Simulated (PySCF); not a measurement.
Stepwise substitution at one centre (Al H-CH3). All species are isolated molecules in the gas phase. Strings in code marks are SMILES.

The T1 excitation (TDA) from two functionals at the same geometries (M06-2X/def2-TZVP), both in PySCF: PBE-D3(BJ)/def2-TZVP and M06-2X/def2-TZVP. Excitations are Tamm–Dancoff values on a coarser integration grid. The basis has no diffuse functions, so Rydberg states are missing or too high.

```tsv
species	M06-2X/def2-TZVP (eV)
1 of 3 H replaced by CH3 (`[CH3][AlH2]`)	4.88
2 of 3 H replaced by CH3 (`[AlH]([CH3])[CH3]`)	5.06
3 of 3 H replaced by CH3 (`[CH3][Al]([CH3])[CH3]`)	5.28
```

What does PBE-D3(BJ)/def2-TZVP give for each?


- 1 of 3 H replaced by CH3 (`[CH3][AlH2]`): 4.50
- 2 of 3 H replaced by CH3 (`[AlH]([CH3])[CH3]`): 4.68
- 3 of 3 H replaced by CH3 (`[CH3][Al]([CH3])[CH3]`): 4.92
Over these rows, drawn at random from the members with no instability flagged (it was tested for open shells, ions and some series alone), PBE minus M06-2X: mean -0.37 eV, from -0.38 eV to -0.37 eV.
